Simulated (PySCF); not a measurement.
# Identify the compound

Molecular formula: C₄H₁₄Si₃. Simulated spectra:

1H NMR (500 MHz, computed): δ 3.82 (m, 1H), 3.40 (d, 6H), 2.30 (m, 1H), 2.29 (m, 2H), 2.14 (m, 1H), 2.03 (m, 2H), 2.00 (m, 1H).

13C{1H} NMR (computed): δ 28.6 (CH2, 2C), 21.2 (CH2), 18.4 (CH).

PySCF calculation with geometry: GFN2-xTB and GIAO PBE0/pcSseg-1 shieldings; one conformer, one averaged value for each set of equivalent atoms, non-relativistic Hamiltonian, in vacuum.

Scale: 1H and 13C against TMS (reference shieldings calculated alike).

Q: Which of these isomers gave the spectra?
A. C=C(C)C([SiH3])([SiH3])[SiH3]
B. C[SiH2]C/C=C/[SiH2][SiH3]
C. C/C=C\[SiH2][Si@H](C)[SiH3]
D. [SiH3][SiH]([SiH3])C1CCC1
E. [SiH3][Si@H]1CCCC[SiH2]1
F. [SiH3]C([SiH3])([SiH3])C1CC1

A: D. 

1. The formula gives 1 degree of unsaturation (1 ring in the answer).
2. 3 carbon signals for 4 carbons: some carbons are equivalent by symmetry or fast rotation.
3. Carbon types of the structure: 1 × CH, 3 × CH2, leaving 7 H on heteroatoms.
4. δC 28.6, 21.2: sp3 CH2 in a ring; saturated and bonded to C and H only.
5. δH 3.82: hydrogen on a silicon bonded to C, 2 Si.
6. δH 3.40: hydrogen on a silicon bonded to Si.
7. δH 2.30, 2.29, 2.14, 2.03: hydrogen on an sp3 CH2 in a ring.
8. δH 2.00: hydrogen on an sp3 CH bonded to Si.

The others: [SiH3]C([SiH3])([SiH3])C1CC1 would give 4 signals for carbon-bound and other non-exchanging H, not 7; C=C(C)C([SiH3])([SiH3])[SiH3] would give 4 carbon signals, not 3; C/C=C\[SiH2][Si@H](C)[SiH3] would give 4 carbon signals, not 3; [SiH3][Si@H]1CCCC[SiH2]1 would give 4 carbon signals, not 3; C[SiH2]C/C=C/[SiH2][SiH3] would give 4 carbon signals, not 3.

Shifts are as computed. Against solution values, carbons near 30 ppm lie about +3 ppm off and those near 130 ppm about +5 ppm. Of 1309 compounds with measured shifts, 239 miss one by over three times the rms of a fit or turn the order of signals round; such compounds aren't used in these exercises. No couplings were computed; multiplicities are counted from neighbouring protons, with m where these are inequivalent, close in shift, in a saturated or five-membered ring or joined by F or P, and br s for small geminal =CH2 splittings.
